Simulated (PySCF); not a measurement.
# A search over the determinants of HfH⁺

Unrestricted PBE0; basis Hf def2-TZVPPD with ECP60, H def2-TZVPPD; scalar-relativistic core potentials; PySCF 2.14. Outer shells of the fragments: Hf+ 5d1 6s2; H 1s1.

Followed along the bond (rough minima from three points):

```
2Ms+1  unpaired  ⟨S²⟩ at the start  R at minimum (Å)  Te (eV)
    3  σ ↑, δ ↑               2.00              1.79     0.00
    1      none               0.00              1.76     0.38
    3  σ ↑, π ↑               2.01              1.78     0.42
    1  σ ↑, π ↓               1.01              1.79     0.56
    1  σ ↓, δ ↑               1.00              1.79     0.74
    3  π ↑, δ ↑               2.01              1.83     1.07
```

Solutions found at the starting distance of 1.820 Å, counted from the lowest of them; the search is not exhaustive and high or unbound solutions are not listed, so other states can lie among these:

```csv
2Ms+1,unpaired,term,E (eV),⟨S²⟩,⟨Lz²⟩,μ (D)
3,"σ ↑, δ ↑",³Δ,0.00,2.00,4.01,-2.39
1,none,¹Σ⁺,0.40,0.00,0.00,-1.80
3,"σ ↑, π ↑",mixed,0.42,2.01,1.54,-2.22
1,"σ ↑, π ↓",mixed,0.56,1.01,1.76,-2.30
1,"σ ↓, δ ↑",mixed,0.74,1.00,4.00,-2.19
3,"π ↑, δ ↑",mixed,1.07,2.01,4.65,-2.53
3,δ ↑↑,³Σ⁻,1.29,2.00,0.00,-2.96
3,σ ↑↑,³Σ⁺,2.56,2.00,0.00,0.05
5,"σ ↑↑, π ↑↑",⁵Σ⁻,3.32,6.00,0.00,0.67
5,"σ ↑↑, π ↑, δ ↑",mixed,3.53,6.00,4.94,0.93
```

A term symbol is given only where ⟨S²⟩ and ⟨Lz²⟩ are close to those of a pure state; real π, δ and φ orbitals otherwise mix terms. A positive dipole points towards H; it is taken about the centre of mass and depends on that origin.

Spin–orbit coupling is left out. With d or f electrons several states lie close, and the lowest PBE0 determinant need not be the measured ground state.
